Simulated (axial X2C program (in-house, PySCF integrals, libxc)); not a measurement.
**AsH: cheaper levels and CCSD(T), 2c**

All values were computed with an in-house relativistic program for diatomic molecules. Two-component (2c) means X2C with spin–orbit coupling and atomic mean-field two-electron Coulomb and Gaunt terms. Basis: As dyall-cv3z [9s9p6d4f1g], H dyall-v3z [6s2p1d] (cores contracted in-house); Gaussian nuclei, density fitting, unrestricted open shells. Masses: As 74.922 u, H 1.008 u.

State: Ω = 1 (⟨Sz⟩ = 1.00, ⟨Lz⟩ = 0.00 at HF); fragments As + H.

| level | Re (Å) | ωe (cm⁻¹) | De (eV) |
| --- | --- | --- | --- |
| PBE0 | 1.529 | 2158.3 | 2.86 |
| HF | 1.514 | 2268.6 | 1.87 |
| MP2 | 1.521 | 2214.2 | 2.57 |
| CCSD | 1.530 | 2154.2 | 2.74 |
| TPSS | 1.535 | 2114.9 | 3.04 |

Correlated methods: 6 electrons correlated (number of frozen shells: As 3 s, 2 p, 1 d; H none), 164 virtual spin orbitals or spinors in MP2, 72 natural virtuals in coupled cluster.

CCSD(T), same Hamiltonian and basis:

Re = 1.532 Å, ωe = 2137.3 cm⁻¹, De = 2.77 eV; T1 = 0.013 (Lee–Taylor normalisation).

(1) Give the differences from CCSD(T) in the columns below.

Occupations by symmetry block were frozen at the best pattern of an incomplete PBE0 search. Dissociation energies refer to the lowest single-determinant-based atoms at the same level and basis. Density functionals use the spin component along the axis (collinear). Coupled cluster ran in a truncated set of natural virtual spinors; the MP2 energy of the rest was added. (T) has no such correction and the atoms are truncated less, which lowers De at CCSD(T) by a hundredth of an eV or more. PBE0 can misorder states that lie within some tenths of an eV, so this need not be the ground state of the molecule. The nearest other 2c determinant of the search, Ω = 0, lies 0.83 eV up at the distance of the search. With several unpaired electrons one determinant need not be a pure state. Open-shell Ω = 0 determinants with evenly filled partner blocks cannot be reached by this program, so the Ω shown need not be the lowest component. This is the Ω = 1 component of a π² triplet; the 0⁺ component is not one determinant and can lie lowest.

## Answers

(1) 

```csv
level,ΔRe (Å),Δωe (cm⁻¹),ΔDe (eV)
PBE0,-0.003,21,0.09
HF,-0.018,131,-0.90
MP2,-0.011,77,-0.20
CCSD,-0.002,17,-0.03
TPSS,0.003,-22,0.27
```
